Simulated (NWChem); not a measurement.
System: CH$_{4}$N$_{2}$OSi; SMILES N[SiH2]OC#N

Input file for NWChem:

```
start job
memory heap 200 mb stack 900 mb global 1100 mb
geometry units angstroms noautosym nocenter noautoz
  N      0.253619     2.864924     0.196696
  C     -0.099427     1.757810     0.157239
  O     -0.514493     0.551645     0.117973
  Si     0.460040    -0.866436    -0.110673
  N     -0.518869    -2.251374    -0.097562
  H      1.100481    -0.694766    -1.437447
  H      1.403008    -0.885614     1.034062
  H     -0.872819    -2.649828     0.764141
  H     -1.077099    -2.521217    -0.898901
end
basis spherical
  N library 6-31g*
  C library 6-31g*
  O library 6-31g*
  Si library 6-31g*
  H library 6-31g*
end
dft
  xc m05-2x
  iterations 150
end
cosmo
  do_cosmo_smd true
  solvent hexane
end
task dft energy
```

NWChem printed, in part:

```
             Northwest Computational Chemistry Package (NWChem) 7.3.0
             --------------------------------------------------------

                             Geometry "geometry" -> ""
                             -------------------------

 Output coordinates in angstroms (scale by  1.889725989 to convert to a.u.)

  No.       Tag          Charge          X              Y              Z
 ---- ---------------- ---------- -------------- -------------- --------------
    1 N                    7.0000     0.25361900     2.86492400     0.19669600
    2 C                    6.0000    -0.09942700     1.75781000     0.15723900
    3 O                    8.0000    -0.51449300     0.55164500     0.11797300
    4 Si                  14.0000     0.46004000    -0.86643600    -0.11067300
    5 N                    7.0000    -0.51886900    -2.25137400    -0.09756200
    6 H                    1.0000     1.10048100    -0.69476600    -1.43744700
    7 H                    1.0000     1.40300800    -0.88561400     1.03406200
    8 H                    1.0000    -0.87281900    -2.64982800     0.76414100
    9 H                    1.0000    -1.07709900    -2.52121700    -0.89890100

 Effective nuclear repulsion energy (a.u.)     207.2216510279

                                 NWChem DFT Module
                                 -----------------

 Summary of "ao basis" -> "ao basis" (spherical)
 ------------------------------------------------------------------------------
       Tag                 Description            Shells   Functions and Types
 ---------------- ------------------------------  ------  ---------------------
 N                           6-31g*                  6       14   3s2p1d
 C                           6-31g*                  6       14   3s2p1d
 O                           6-31g*                  6       14   3s2p1d
 Si                          6-31g*                  8       18   4s3p1d
 H                           6-31g*                  2        2   2s

 in cosmo_initialize ...
 calling solv_data for solv:hexane

 solvent parameters
 solvname_short: hexane
 solvname_long:  n-hexane
 dielec:        1.8819
 dielecinf:     1.8903
 nonaqueous SMD model solvent descriptors
 dielec:        1.8819
 sola:          0.0000
 solb:          0.0000
 solc:          0.0000
 solg:         25.7500
 solh:          0.0000
 soln:          1.3749

          ---------------
          -cosmo- solvent
          ---------------
 Cosmo: York-Karplus, doi: 10.1021/jp992097l
 dielectric constant -eps-     =   1.88
 screen = (eps-1)/(eps    )    =   0.46862
 surface charge correction     = lagrangian

   van der Waals surface
 --------------------------

 ---------- ATOMIC COORDINATES (A.U.) ------------ VDWR(ANG.) --
     1    0.47927042    5.41392134    0.37170154     1.890
     2   -0.18788979    3.32177924    0.29713862     1.850
     3   -0.97225079    1.04245789    0.22293664     2.294
     4    0.86934954   -1.63732663   -0.20914164     2.470
     5   -0.98052023   -4.25447996   -0.18436545     1.890
     6    2.07960755   -1.31291737   -2.71638095     1.200
     7    2.65130068   -1.67356779    1.95409384     1.200
     8   -1.64938875   -5.00744884    1.44401711     1.200
     9   -2.03542197   -4.76440929   -1.69867658     1.200
 number of segments per atom =        128
 number of   points per atom =        128
 atom (   nspa,  nppa )
 ----------------------
    1 (     94,     0 )       0
    2 (     31,     0 )       0
    3 (     65,     0 )       0
    4 (     72,     0 )       0
    5 (     57,     0 )       0
    6 (     33,     0 )       0
    7 (     33,     0 )       0
    8 (     43,     0 )       0
    9 (     47,     0 )       0
 number of -cosmo- surface points =      475
 molecular surface =    132.688 angstrom**2
 molecular volume  =    120.127 angstrom**3
 -lineq- algorithm             =   0
 -bem- low  level              =   3
 -bem- from -octahedral-
 gaussian surface charge width =   4.50000
 degree of switching           =   1.00000
 switching function tolerance  =   0.00010
 atomic radii =
 --------------
    1  7.000  1.890
    2  6.000  1.850
    3  8.000  2.294
    4 14.000  2.470
    5  7.000  1.890
    6  1.000  1.200
    7  1.000  1.200
    8  1.000  1.200
    9  1.000  1.200
 ...... end of -cosmo- initialization ......

 nat:                     9
 ixmem:                  4523
 calling mnsol_interface()
 G(SMD-CDS) energy (kcal/mol)  =     1.926
 SMD-CDS SASA (angstrom**2)    =   144.415

            General Information
            -------------------
          SCF calculation type: DFT
          Wavefunction type:  closed shell.
          No. of atoms     :     9
          No. of electrons :    46
           Alpha electrons :    23
            Beta electrons :    23
          Charge           :     0
          Spin multiplicity:     1
          Use of symmetry is: off; symmetry adaption is: off
          Maximum number of iterations: 150
          AO basis - number of functions:    82
                     number of shells:    40
          Convergence on energy requested:  1.00D-06
          Convergence on density requested:  1.00D-05
          Convergence on gradient requested:  5.00D-04

              XC Information
              --------------
                       M05-2X Method XC Functional
                     Hartree-Fock (Exact) Exchange  0.560
                M05-2X metaGGA Exchange Functional  0.440
                      M05-2X Correlation Potential  1.000

             Grid Information
             ----------------
          Grid used for XC integration:  medium
          Radial quadrature: Mura-Knowles
          Angular quadrature: Lebedev.
          Tag              B.-S. Rad. Rad. Pts. Rad. Cut. Ang. Pts.
          ---              ---------- --------- --------- ---------
          N                   0.65       49          13.0       434
          C                   0.70       49          11.0       434
          O                   0.60       49           9.0       434
          Si                  1.10       88           9.0       590
          H                   0.35       45          12.0       434
          Grid pruning is: on
          Number of quadrature shells:   464
          Spatial weights used:  Erf1

      Superposition of Atomic Density Guess
      -------------------------------------

 Sum of atomic energies:        -511.81232055

      Non-variational initial energy
      ------------------------------

 Total energy =    -513.922418
 1-e energy   =   -1115.232992
 2-e energy   =     394.088923
 HOMO         =      -0.367348
 LUMO         =       0.062891

   convergence    iter        energy       DeltaE   RMS-Dens  Diis-err
 ---------------- ----- ----------------- --------- --------- ---------
     COSMO gas phase
 d= 0,ls=0.0,diis     1   -514.5556489067 -7.22D+02  1.58D-02  1.05D+00
 d= 0,ls=0.0,diis     2   -514.4403804437  1.15D-01  9.61D-03  2.33D+00
 d= 0,ls=0.0,diis     3   -514.6870752043 -2.47D-01  1.86D-03  5.14D-02
 d= 0,ls=0.0,diis     4   -514.6912975950 -4.22D-03  7.55D-04  1.53D-02
 d= 0,ls=0.0,diis     5   -514.6927632629 -1.47D-03  1.65D-04  2.00D-04
  Resetting Diis
 d= 0,ls=0.0,diis     6   -514.6927897895 -2.65D-05  6.34D-05  2.37D-05
 d= 0,ls=0.0,diis     7   -514.6927926829 -2.89D-06  3.03D-05  5.75D-06
 d= 0,ls=0.0,diis     8   -514.6927924370  2.46D-07  1.67D-05  8.45D-06
 d= 0,ls=0.0,diis     9   -514.6927932929 -8.56D-07  2.91D-06  1.88D-07

   convergence    iter        energy       DeltaE   RMS-Dens  Diis-err
 ---------------- ----- ----------------- --------- --------- ---------
     COSMO solvation phase
 d= 0,ls=0.0,diis     1   -514.6967626013 -3.97D-03  8.89D-04  1.33D-03
 d= 0,ls=0.0,diis     2   -514.6969977874 -2.35D-04  3.18D-04  1.98D-03
 d= 0,ls=0.0,diis     3   -514.6971961621 -1.98D-04  1.63D-04  6.79D-05
 d= 0,ls=0.0,diis     4   -514.6972072584 -1.11D-05  3.10D-05  6.34D-06
 d= 0,ls=0.0,diis     5   -514.6972078784 -6.20D-07  1.08D-05  1.51D-06
 d= 0,ls=0.0,diis     6   -514.6972080213 -1.43D-07  2.98D-06  5.67D-08

         Total DFT energy =     -514.697208021266
      One electron energy =    -1117.921098668253
           Coulomb energy =      446.333681339628
    Exchange-Corr. energy =      -50.231644467588
 Nuclear repulsion energy =      207.221651027851

             COSMO energy =       -0.099797252904

 Numeric. integr. density =       46.000003876333

                                COSMO-SMD solvation results
                                ---------------------------

             internal energy in gas <Psi(g)|H|Psi(g)> =      -514.692793292895
         internal energy in solvent <Psi(s)|H|Psi(s)> =      -514.692312037696
                               delta internal energy  =         0.000481255198 (    0.30 kcal/mol)
   total free energy in solvent <Psi(s)|H+V/2|Psi(s)> =      -514.700277028790
 polarization energy contribution <Psi(s)|V/2|Psi(s)> =        -0.007964991094 (   -5.00 kcal/mol)
    total free energy in solvent including G(SMD-CDS) =      -514.697208021266
                       G(SMD-CDS) energy contribution =         0.003069007525 (    1.93 kcal/mol)
     1 M fixed-concentration free energy of solvation =        -0.004414728371 (   -2.77 kcal/mol)

                       DFT Final Molecular Orbital Analysis
                       ------------------------------------

 Vector   21  Occ=2.000000D+00  E=-3.735895D-01
              MO Center= -4.6D-02,  1.6D+00,  1.4D-01, r^2= 3.4D+00
   Bfn.  Coefficient  Atom+Function         Bfn.  Coefficient  Atom+Function
  ----- ------------  ---------------      ----- ------------  ---------------
     3      0.387498  1 N  px                17      0.300452  2 C  px
    31     -0.287299  3 O  px                 7      0.251708  1 N  px
    35     -0.231894  3 O  px                21      0.153964  2 C  px
     4     -0.147696  1 N  py                64     -0.125013  5 N  py
    63      0.116676  5 N  px                68     -0.111359  5 N  py

 Vector   22  Occ=2.000000D+00  E=-3.597111D-01
              MO Center=  5.6D-02,  1.7D+00,  1.5D-01, r^2= 2.9D+00
   Bfn.  Coefficient  Atom+Function         Bfn.  Coefficient  Atom+Function
  ----- ------------  ---------------      ----- ------------  ---------------
     5      0.411929  1 N  pz                33     -0.346268  3 O  pz
    37     -0.293825  3 O  pz                 9      0.271940  1 N  pz
    19      0.261016  2 C  pz                23      0.157049  2 C  pz
    78      0.135786  7 H  s                 76     -0.115908  6 H  s
    77      0.081201  7 H  s                  3      0.076090  1 N  px

 Vector   23  Occ=2.000000D+00  E=-3.595572D-01
              MO Center= -3.4D-01, -1.6D+00, -9.1D-02, r^2= 3.2D+00
   Bfn.  Coefficient  Atom+Function         Bfn.  Coefficient  Atom+Function
  ----- ------------  ---------------      ----- ------------  ---------------
    63      0.387958  5 N  px                64     -0.340892  5 N  py
    67      0.335248  5 N  px                68     -0.302916  5 N  py
     3     -0.125915  1 N  px                31      0.096637  3 O  px
    54     -0.092560  4 Si py                 5      0.090705  1 N  pz
     7     -0.090507  1 N  px                32     -0.083253  3 O  py

 Vector   24  Occ=0.000000D+00  E= 6.249568D-02
              MO Center=  7.1D-01, -6.4D-01, -1.2D-01, r^2= 4.6D+00
   Bfn.  Coefficient  Atom+Function         Bfn.  Coefficient  Atom+Function
  ----- ------------  ---------------      ----- ------------  ---------------
    54      1.181396  4 Si py                66      0.579417  5 N  s
     6     -0.566765  1 N  s                 22      0.466569  2 C  py
    20      0.352758  2 C  s                 34     -0.351822  3 O  s
    50      0.302783  4 Si py                67      0.248417  5 N  px
     8      0.230228  1 N  py                52      0.192038  4 Si s

 Vector   25  Occ=0.000000D+00  E= 7.461961D-02
              MO Center= -9.1D-02, -9.6D-01, -5.0D-02, r^2= 4.9D+00
   Bfn.  Coefficient  Atom+Function         Bfn.  Coefficient  Atom+Function
  ----- ------------  ---------------      ----- ------------  ---------------
    53      1.008668  4 Si px                66      0.962879  5 N  s
    52     -0.388072  4 Si s                 34      0.380915  3 O  s
    49      0.299268  4 Si px                20     -0.287161  2 C  s
    80     -0.273776  8 H  s                 82     -0.273372  9 H  s
    76     -0.237771  6 H  s                 78     -0.237835  7 H  s

 Vector   26  Occ=0.000000D+00  E= 1.218568D-01
              MO Center=  8.4D-02,  1.5D+00,  1.1D-01, r^2= 3.8D+00
   Bfn.  Coefficient  Atom+Function         Bfn.  Coefficient  Atom+Function
  ----- ------------  ---------------      ----- ------------  ---------------
    48      0.659094  4 Si s                 21     -0.556329  2 C  px
    52     -0.528592  4 Si s                  7      0.465427  1 N  px
    17     -0.415825  2 C  px                66      0.372072  5 N  s
     3      0.361371  1 N  px                 8     -0.236734  1 N  py
    82     -0.205619  9 H  s                  6      0.200772  1 N  s

     Multipole analysis of the density
     ---------------------------------

     L   x y z        total         alpha         beta         nuclear
     -   - - -        -----         -----         ----         -------
     0   0 0 0     -0.000000    -23.000000    -23.000000     46.000000

     1   1 0 0     -0.419245     -0.611071     -0.611071      0.802897
     1   0 1 0     -2.513006     -1.609259     -1.609259      0.705512
     1   0 0 1     -0.139461     -0.536104     -0.536104      0.932748

     2   2 0 0    -25.928425    -35.419301    -35.419301     44.910178
     2   1 1 0      1.506298    -12.433320    -12.433320     26.372938
     2   1 0 1      0.210481      0.852401      0.852401     -1.494320
     2   0 2 0    -34.913972   -265.760745   -265.760745    496.607519
     2   0 1 1     -0.975724    -17.143398    -17.143398     33.311073
     2   0 0 2    -25.213744    -22.063213    -22.063213     18.912682
```

Level: M05-2X/6-31G* (spherical d), SMD on the gas-phase geometry. Coordinates come from a PBE0/def2-SVP optimisation. Solvent: n-hexane.
